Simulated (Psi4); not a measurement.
C$_{3}$H$_{10}$InN (SMILES C[CH2][In]([CH3])[NH2]), singlet, at a GFN2-xTB geometry (such geometries of metal compounds can be far from the true shape) (core potentials on In).

Psi4 was given this input:
```
memory 2 GB

molecule mol {
0 1
  In    0.160560    0.106387    0.250596
  C     1.774444    0.295015    1.800370
  H     2.558717   -0.441404    1.638193
  H     1.357733    0.160261    2.797284
  H     2.190682    1.297502    1.718511
  C    -0.379719   -1.646141   -1.077806
  C    -1.507838   -1.286251   -2.031020
  H    -0.652887   -2.495238   -0.447761
  H     0.524325   -1.915699   -1.628949
  H    -1.237138   -0.418213   -2.634266
  H    -2.418900   -1.046685   -1.479588
  H    -1.728776   -2.116901   -2.705456
  N    -0.757327    1.884127   -0.227971
  H    -0.785442    2.571807    0.516725
  H    -1.695771    1.826976   -0.607346
}

set basis def2-sv(p)
set reference rhf

energy('scf')
print_variables()
```

Problem. What nuclear repulsion energy does HF/def2-SV(P) run with Psi4 1.11 give?

Solution. 258.7473 Eh

Problem. Estimate the number of basis functions that HF/def2-SV(P) returns for this input.

Solution. 102

Problem. What is the computed total energy (HF/def2-SV(P))?

Solution. -362.894691 Ha
